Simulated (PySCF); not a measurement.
B3LYP has the VWN-RPA correlation part, as in Gaussian. Delta-SCF ions had no search for a lower state. Excitations are Tamm–Dancoff values on a coarser integration grid. The basis has no diffuse functions, so Rydberg states are missing or too high.

Cartesian coordinates (Å):
SMILES: [Si](S)(S)(Br)S
```xyz
8

S     -0.6836     1.7475    -0.0246
Si     0.1658    -0.1963     0.1915
S      1.5674    -0.4166    -1.3945
S     -1.2245    -1.8068     0.0880
Br     1.0907    -0.4237     2.2128
H     -1.3289     1.7134     1.1557
H      2.1778     0.7603    -1.1607
H     -1.7646    -1.3779    -1.0682
```
Charge 0, multiplicity 1.

Q: Predict the T1 excitation (TDA), HOMO–LUMO gap, dipole moment, S1 excitation (TDA) and vertical ionisation energy (Delta-SCF) from B3LYP-D3(BJ)/def2-TZVP (PySCF).

A: 
The T1 excitation (TDA) is 4.98 eV, the HOMO–LUMO gap comes out as 6.38 eV and the dipole moment is 1.26 D. The S1 excitation (TDA) is 5.33 eV and the vertical ionisation energy (Delta-SCF) is 9.39 eV.
